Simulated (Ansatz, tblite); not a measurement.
Cost and result up the ladder for 1-ethyl-3-methylimidazolium, `CCn1cc[n+](C)c1` (19 atoms). The state is a singlet with charge 1. Geometry: r2SCAN-D4/def2-SVP.

```xyz
19

C    -0.760   -1.217   -2.421
C     0.185   -1.557   -1.280
N     0.348   -0.434   -0.338
C     1.106    0.696   -0.559
C     0.942    1.510    0.530
N     0.082    0.862    1.392
C    -0.363    1.368    2.689
C    -0.265   -0.312    0.846
H    -0.843   -2.086   -3.090
H    -0.389   -0.369   -3.015
H    -1.766   -0.974   -2.050
H    -0.178   -2.413   -0.691
H     1.191   -1.814   -1.644
H     1.701    0.828   -1.460
H     1.367    2.485    0.760
H     0.506    1.508    3.347
H    -1.049    0.642    3.141
H    -0.884    2.325    2.551
H    -0.932   -1.048    1.293
```

Ansatz on 4 threads of Arm Neoverse V1 on a shared host; xTB runs through tblite on one thread. Times are rough, summed over both states, and most runs start from the orbitals of an earlier one. PBE0-D4/def2-TZVP serves as the yardstick here, not as an exact answer. The other state is a triplet.

The xTB rows come from tblite.

xTB has no spin-polarisation term.

```
            level  functions  wall time  vertical triplet (eV)  difference from PBE0-D4/def2-TZVP (eV)
         GFN2-xTB         43    0.017 s                   5.19                                    0.58
         GFN1-xTB         54    0.024 s                   4.91                                    0.31
 PBE-D4/def2-TZVP        314       13 s                   4.70                                    0.09
PBE0-D4/def2-TZVP        314       34 s                   4.60                                    0.00
```
